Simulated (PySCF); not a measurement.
GaH3, SMILES [GaH3]. Geometry: PBE0-D3(BJ)/def2-TZVPD. The isomer is the one that the SMILES or the coordinates give; other isomers of the formula were not compared.

TDDFT-ωB97X/def2-TZVPD in PySCF puts the lowest singlet excitations at 5.33, 5.33, 8.35, 8.35, 8.74, 9.21 eV.

### Question
What are the lowest excitation roots from ADC(2)/aug-cc-pVDZ run with PySCF? (The exact figures need the calculation; the answer reports its results.)

### Answer
5.68, 5.68, 8.43, 8.43, 9.18, 9.18 eV. S1 differs by 0.35 eV (second minus first; roots are paired by order, and the bases may differ).
